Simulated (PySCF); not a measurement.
Compound: C5H9F3.
Z-matrix (Å and degrees, PBE0-D3(BJ)/def2-SVP geometry), rows numbered from 1:
```
C 
C   1  1.5197
C   2  1.5306  1  113.99
C   3  1.5235  2  113.68  1   -64.62
C   3  1.5158  2  110.25  1   171.09
F   5  1.3380  3  111.64  2  -177.14
F   5  1.3386  3  111.82  2   -57.34
F   5  1.3400  3  111.87  2    62.89
H   1  1.1019  2  111.32  3   -58.42
H   1  1.1004  2  112.31  3    62.33
H   1  1.1000  2  110.69  3  -177.93
H   2  1.1013  1  109.24  3   121.38
H   2  1.1032  1  110.16  3  -122.37
H   3  1.1045  2  108.67  1    57.05
H   4  1.0982  3  110.71  2    59.26
H   4  1.0988  3  111.20  2   179.11
H   4  1.1007  3  110.70  2   -60.64
```

The closed-shell ground state was solved at several levels (PySCF, density fitting, gas phase, non-relativistic).

| level | basis functions | total energy (Eh) | HOMO (eV) | LUMO (eV) | gap (eV) | dipole (D) |
| --- | --- | --- | --- | --- | --- | --- |
| PBE0/def2-SVPD | 241 | -494.6490 | -9.62 | 0.60 | 10.22 | 2.48 |
| PBE0/pcSseg-1 | 181 | -494.9420 | -9.61 | 1.32 | 10.93 | 2.36 |
| B3LYP/pcJ-1 | 306 | -495.5226 | -9.42 | 1.02 | 10.44 | 2.33 |

Question: What might B3LYP/pcSseg-1 (181 basis functions) give for the same quantities?

Answer: Total energy -495.4686 Eh, HOMO -9.41 eV, LUMO 0.99 eV, gap 10.40 eV, dipole 2.34 D.

Question: Over all these levels, which gives the widest orbital gap and which the narrowest?

Answer: PBE0/pcSseg-1 has the widest, 10.93 eV, and PBE0/def2-SVPD the narrowest, 10.22 eV. The two share the functional. From the narrowest to the widest the HOMO moves by +0.01 eV and the LUMO by +0.72 eV.

Question: How far do the dipole and the HOMO energy spread over the levels?

Answer: The dipole runs from 2.33 to 2.48 D (mean 2.38 D) and the HOMO from -9.62 to -9.41 eV.

One conformer stands for the species.
